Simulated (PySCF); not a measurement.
H3ClF3NSi2, SMILES F[Si](N[SiH2]Cl)(F)F, singlet, B3LYP/def2-SVP optimised geometry.

```
10

Si     1.00     0.82     0.00
F      0.57     2.37     0.00
F      0.52     0.13     1.36
F      2.61     0.82     0.00
N      0.33    -0.03    -1.30
Si    -0.57    -1.53    -1.28
Cl    -2.61    -1.22    -0.99
H      0.36     0.44    -2.21
H     -0.07    -2.37    -0.16
H     -0.40    -2.18    -2.60
```

Density from B3LYP/def2-TZVP run with PySCF 2.14.0 at that geometry.

Minimum of the electron density along straight lines between bonded atoms, close to the bond critical point (lines longer than 1.1 times the sum of covalent radii, or with two minima, are not listed):

| bond | length / Å | ρ at the minimum / e bohr⁻³ | ∇²ρ there / e bohr⁻⁵ | position (fraction from the first atom) |
|---|---|---|---|---|
| Si1–F2 | 1.603 | 0.140 | 0.94 | 0.42 |
| Si1–F3 | 1.602 | 0.140 | 0.95 | 0.42 |
| Si1–F4 | 1.604 | 0.140 | 0.94 | 0.42 |
| Si1–N5 | 1.701 | 0.143 | 0.57 | 0.40 |
| N5–Si6 | 1.748 | 0.125 | 0.50 | 0.60 |
| Si6–Cl7 | 2.079 | 0.096 | 0.18 | 0.36 |
| N5–H8 | 1.019 | 0.324 | -1.53 | 0.74 |
| Si6–H9 | 1.479 | 0.128 | 0.13 | 0.49 |
| Si6–H10 | 1.482 | 0.126 | 0.13 | 0.49 |
